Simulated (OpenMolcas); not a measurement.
An OpenMolcas run meant for Pm²⁺ (ANO-RCC-MB, DKH4; inactive shells 1s 2s 2p 3s 3p 3d 4s 4p 4d 5s 5p; intended active space 5 electrons in 7 orbitals (4f)). One step of its input:

```
&RASSCF
FileOrb=start.orb
Symmetry=2
Spin=7
nActEl=5 0 0
Inactive=15 12
Ras2=0 7
CIRoot=21 21 1
SDav=21
CIMx=300
Iter=83 100
PrWF=0.3
OrbListing=Nothing
MaxOrb=0
Atom
>>> COPY $Project.JobIph JOB001
```

Lines from the output:

```
--- SEWARD ---
Basis set label: PM.ANO-RCC...6S5P3D1F.

      Electronic valence basis set:
      ------------------
      Associated Effective Charge  61.000000 au
      Associated Actual Charge     61.000000 au
      Nuclear Model: Point charge

      Shell  nPrim  nBasis  Cartesian Spherical Contaminant
         s      25       6        X
         p      22       5        X
         d      15       3                 X
         f      11       1                 X
Relativistic=R04O02
                  Relativistic Douglas-Kroll-Hess integrals:
                    - DKH order of Hamiltonian: 4
                    - DKH order of Properties : 2
--- RASSCF ---

 Nr of active orbitals     NAC=   7
 Spin degeneracy         ISPIN=   7
 There can be no such wave function.
 ************************************************
--- Stop Module: rasscf at  /rc=_RC_INPUT_ERROR_ ---
.####################.
.# User input error #.
.####################.
```

Q: What is wrong with the input?

A: The spin multiplicity does not fit the number of active electrons: an even count needs an odd multiplicity and the reverse.
